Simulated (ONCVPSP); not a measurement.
**Configuration tests for platinum (ONCV)**

- Element: Pt
- Generator: ONCVPSP 4.0.1
- Type: optimised norm-conserving Vanderbilt (ONCV)
- Functional: PBE
- Relativity: fully relativistic
- Frozen core: [Kr] 4d10 4f14
- Valence charge: 18
- Reference configuration: 5s2 5p6 5d9 (charge +1)
- Partial waves: 5s: rc 1.15 bohr, ncon 4, nbas 8, qcut 5.3 1/bohr, 2 projectors, debl 3.9 Ha; 5p: rc 1.80 bohr, ncon 4, nbas 7, qcut 8.3 1/bohr, 2 projectors, debl 1.9 Ha; 5d: rc 1.80 bohr, ncon 3, nbas 8, qcut 7.3 1/bohr, 1 projector
- Local potential: polynomial inside 0.80 bohr (lpopt 5, dvloc0 0 Ha)
- Core correction: Teter function, fcfact 4.25, rcfact 1.6

Open shells are filled in proportion to 2j + 1.

In the s channel the program set the typed energies aside and used -4.035, 0.250 Ha. In the p channel the program set the typed energies aside and used -2.214, 0.250 Ha (j = l + 1/2; the other j can differ).

Energies are relative to the spin-unpolarised reference configuration 5s2 5p6 5d9; without spin polarisation the order of configurations can differ from experiment.

| valence configuration | charge | ΔE all-electron (eV) | error AE − PS (meV) |
| --- | --- | --- | --- |
| 5s2 5p6 5d9 6s1 | 0 | -9.211 | -3.4 |
| 5s2 5p6 5d7 | +3 | 52.196 | -5.1 |
| 5s2 5p6 5d10 | 0 | -9.250 | +0.8 |

(1) What are ΔE and the potential's error for 5s2 5p6 5d8?

Levels in the configuration 5s2 5p6 5d10:

```tsv
level	all-electron (eV)	pseudo (eV)
5s j=1/2	-99.177	-99.196
5p j=3/2	-49.734	-49.745
5p j=1/2	-64.562	-64.579
5d j=5/2	-4.019	-4.020
5d j=3/2	-5.264	-5.266
```

Note: ghosts flagged at negative energy: s at -135.7 eV; GHOST(+) flagged for p3/2 at 74.2 eV, p1/2 at 123.9 eV. A true bound ghost makes a file unfit for plane-wave use.

## Answers

(1) ΔE = 19.982 eV all-electron; the error (AE − PS) is -0.3 meV.
